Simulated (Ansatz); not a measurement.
`[BH2][AlH][CH3]` + `NC[SiH3]` → `[CH3][AlH][NH]C[SiH3]` + BH₃ at 500 K and 1 bar (cleavage of the Al–B bond).

Calculated with Ansatz (gas phase, PBE0-D4/def2-TZVP geometries, no zero-point term in ΔE). CBS: MP2 limit from def2 TZ/QZ plus the TZ coupled-cluster correction, frozen cores. This one scheme is used for every species. One conformer a species, not always the lowest.

| species | CCSD(T)/CBS energy (Eh) | H − E (kJ/mol) | S (J/(mol·K)) |
| --- | --- | --- | --- |
| `[BH2][AlH][CH3]` | -308.41798 | 201.4 | 377.9 |
| `NC[SiH3]` | -386.02732 | 245.0 | 347.4 |
| `[CH3][AlH][NH]C[SiH3]` | -667.94214 | 354.6 | 486.0 |
| BH₃ | -26.55200 | 86.8 | 208.8 |

H − E and S are ideal-gas, rigid-rotor, harmonic terms from PBE0-D4/def2-TZVP, for one conformer and one mirror image of each species. 1 Eh = 2625.50 kJ/mol, R = 8.31446 J/(mol·K).

Question: By hand: ΔE, ΔH, ΔS and ΔG.

Answer: ΔE = (-667.94214) + (-26.55200) − (-308.41798) − (-386.02732) = -0.04884 Eh = -128.2 kJ/mol. Δ(H − E) = 354.6 + 86.8 − 201.4 − 245.0 = -5.0, so ΔH = -133.2 kJ/mol. ΔS = 486.0 + 208.8 − 377.9 − 347.4 = -30.5 J/(mol·K). ΔG = -133.2 − 500 × (-30.5)/1000 = -117.9 kJ/mol.

Question: By hand: the equilibrium constant, and the temperature at which ΔG would vanish if ΔH and ΔS stayed fixed.

Answer: log₁₀ K = −ΔG/(RT ln 10) = 12.3. ΔG = 0 at ΔH/ΔS = 4367 K, far beyond where these terms or the molecules hold.

ΔH outweighs TΔS. A doubt of 5 kJ/mol in ΔE shifts log₁₀ K by 0.5 here. Other conformers and mirror images would add mixing entropy, several J/(mol·K) or more a flexible species. Modes under 60 cm⁻¹, often nearly free rotors, make the harmonic entropy too high. These are equilibria of isolated gas molecules and say nothing of rates. Largest T1 diagnostic: 0.012 (customary marks: 0.02 for closed shells, 0.045 for open ones).
